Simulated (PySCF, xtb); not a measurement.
Cu(OH)2 (CuH₂O₂), SMILES [Cu]([OH])[OH] (connectivity only; charge and spin as stated), neutral, multiplicity 2. Other conformers were not sampled.

Harmonic wavenumbers (cm⁻¹) from xtb with GFN2-xTB at its own minimum, in rising order: 164, 198, 435, 475, 670, 676, 697, 3632, 3642.

What does PBE-D3(BJ)/def2-TZVP (PySCF 2.14.0) give at its own minimum? (Estimate from the structure and the level; the computed values follow.)

135, 194, 492, 572, 700, 717, 746, 3682, 3685. Paired by order, the mean absolute difference is 45 cm⁻¹ and the zero-point energies are 15.1 and 15.6 kcal/mol.
